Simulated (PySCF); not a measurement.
Vertical excitations of a molecule CH8ClNSi2 from TDDFT-PBE/def2-SVPD (PySCF), as energy in eV (oscillator strength): 5.80 (0.010), 6.37 (0.007), 6.50 (0.005), 6.58 (0.067), 6.65 (0.022), 6.90 (0.058), 6.96 (0.008), 7.15 (0.002), 7.15 (0.016), 7.22 (0.023). Lowest triplet (TDA): 5.52 eV. Geometry: PBE-D3(BJ)/def2-SVP. The values are those of a single conformer.

**Question.** Identify the compound among the candidates.
A. C[SiH2]N[SiH2]Cl
B. C[Si@@](N)([SiH3])Cl
C. N[Si@@H](Cl)C[SiH3]
D. C[Si@@H](Cl)N[SiH3]

**Answer.** D, C[Si@@H](Cl)N[SiH3]
